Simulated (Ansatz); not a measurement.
```yaml
crystal:
  periodic: [false, false, false]
  atoms:
    - {symbol: B, position_ang: [-1.682505, -0.625561, -1.089508]}
    - {symbol: N, position_ang: [-0.842669, -0.116356, -0.099177]}
    - {symbol: C, position_ang: [-1.037953, -0.441590, 1.308329]}
    - {symbol: Si, position_ang: [0.508776, 0.941801, -0.471793]}
    - {symbol: C, position_ang: [2.139428, 0.121579, -0.087820]}
    - {symbol: H, position_ang: [-2.590079, -1.347218, -0.778845]}
    - {symbol: H, position_ang: [-1.482946, -0.334354, -2.233951]}
    - {symbol: H, position_ang: [-0.182910, -0.991747, 1.714067]}
    - {symbol: H, position_ang: [-1.927392, -1.061281, 1.424450]}
    - {symbol: H, position_ang: [-1.165657, 0.465505, 1.907871]}
    - {symbol: H, position_ang: [0.420736, 1.308143, -1.904310]}
    - {symbol: H, position_ang: [0.371408, 2.162770, 0.372995]}
    - {symbol: H, position_ang: [2.965186, 0.800206, -0.317829]}
    - {symbol: H, position_ang: [2.268421, -0.785168, -0.683418]}
    - {symbol: H, position_ang: [2.216157, -0.147227, 0.968340]}
basis:
  gaussian: {orbitals: def2-SVP}
hamiltonian: {xc: {name: PBEsol}, dispersion: d3bjatm}
output: {forces: true}
```

```sh
$ ansatz run in.yaml --threads 4 --pin off --events-out ev --progress --plain --max-ram 10444MiB
```

Output, abridged:

```
Functional definition: PBEsol
1418 factors; their error is unknown
mean field evaluation 1: about -12218.8367 eV, gradient 7.3e1 eV
mean field evaluation 2: about -12191.4230 eV, gradient 1.2e2 eV
mean field evaluation 4: about -12231.9553 eV, gradient 8.6e0 eV
mean field evaluation 8: about -12232.1246 eV, gradient 1.3e-1 eV
mean field evaluation 16: about -12232.0523 eV, gradient 5.8e-4 eV
mean field -12232.05229931 eV, -449.5196308167 hartree, gradient 5.5e-5 eV, S^2 0.000000; 0 other end points of the search recorded, 0 dependent functions left out
reference -12232.05234081 eV, -449.5196323418 hartree; 24, 24 occupied and 100, 100 virtual orbitals, 1418 factors
Total energy: -12232.18488075 eV, -449.5245030948 hartree
Atom 0 at    -1.682505    -0.625561    -1.089508 Å, force     0.058216     0.045018     0.012742 eV/Å
Atom 1 at    -0.842669    -0.116356    -0.099177 Å, force    -0.270705    -0.244595     0.386841 eV/Å
Atom 2 at    -1.037953    -0.441590     1.308329 Å, force     0.106059     0.156550    -0.574977 eV/Å
Atom 3 at     0.508776     0.941801    -0.471793 Å, force     0.371119     0.128679    -0.092218 eV/Å
Atom 4 at     2.139428     0.121579    -0.087820 Å, force    -0.350768     0.153443    -0.067333 eV/Å
Atom 5 at    -2.590079    -1.347218    -0.778845 Å, force    -0.406937    -0.328659     0.164638 eV/Å
Atom 6 at    -1.482946    -0.334354    -2.233951 Å, force     0.097898     0.140427    -0.538306 eV/Å
Atom 7 at    -0.182910    -0.991747     1.714067 Å, force     0.493534    -0.316617     0.267156 eV/Å
Atom 8 at    -1.927392    -1.061281     1.424450 Å, force    -0.527869    -0.374537     0.074522 eV/Å
Atom 9 at    -1.165657     0.465505     1.907871 Å, force    -0.067893     0.516264     0.377025 eV/Å
Atom 10 at     0.420736     1.308143    -1.904310 Å, force    -0.026025     0.093693    -0.362098 eV/Å
Atom 11 at     0.371408     2.162770     0.372995 Å, force    -0.041903     0.304735     0.218550 eV/Å
Atom 12 at     2.965186     0.800206    -0.317829 Å, force     0.453202     0.385507    -0.126538 eV/Å
Atom 13 at     2.268421    -0.785168    -0.683418 Å, force     0.065885    -0.510111    -0.341965 eV/Å
Atom 14 at     2.216157    -0.147227     0.968340 Å, force     0.046187    -0.149796     0.601962 eV/Å
Dipole moment:     0.318106     0.009594     0.346473 e Å
```

Run time 1.2 s (4 threads of an Arm Neoverse V2 on a shared host); peak host memory 0.54 GiB.
